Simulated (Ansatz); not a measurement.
A run for Ansatz (a first-principles code): U-r2SCAN/def2-TZVPP on H4Sn (SMILES [SnH4]), a point of a bond scan (R = 2.050 Å). Elements past Kr take the def2 small-core potentials; no spin–orbit coupling.

Ansatz 0.2 input:
```yaml
crystal:
  periodic: [false, false, false]
  atoms:
    - {symbol: Sn, position_ang: [-0.00000000, -0.00000000, -0.00000000]}
    - {symbol: H, position_ang: [1.56198866, 0.83993881, -1.02866255]}
    - {symbol: H, position_ang: [0.60242146, -0.85906066, 1.34839436]}
    - {symbol: H, position_ang: [-1.05716935, 1.23097093, 0.53494647]}
    - {symbol: H, position_ang: [-0.84690933, -1.07185928, -1.02612204]}
basis:
  gaussian:
    orbitals: def2-TZVPP
hamiltonian:
  xc: {name: r2SCAN}
magnetization: {spin_polarized: true, initial_magnetization: 0}
```

It printed:

```
WARN ansatz: RAYON_NUM_THREADS=2 ignored (pool sized by the plan → 2); use --threads N
Functional definition: r2SCAN
integrals: 0.02 GiB planned
624 factors; their error is unknown
mean field: 0.33 GiB planned
mean field evaluation 1: about -5896.9094 eV, gradient 8.6e0 eV
mean field evaluation 2: about -5897.1858 eV, gradient 6.0e0 eV
mean field evaluation 4: about -5897.3152 eV, gradient 1.6e-1 eV
mean field evaluation 8: about -5897.3115 eV, gradient 1.8e-1 eV
mean field evaluation 16: about -5897.3115 eV, gradient 4.2e-5 eV
mean field -5897.31154058 eV, -216.7222017749 hartree, gradient 4.2e-5 eV, S^2 0.000000; 0 other end points of the search recorded, 0 dependent functions left out
reference -5897.31155857 eV, -216.7222024360 hartree; 13, 13 occupied and 93, 93 virtual orbitals, 624 factors
Total energy: -5897.31155857 eV, -216.7222024360 hartree
```

The run converged.

Cost: roughly 3 core-seconds.
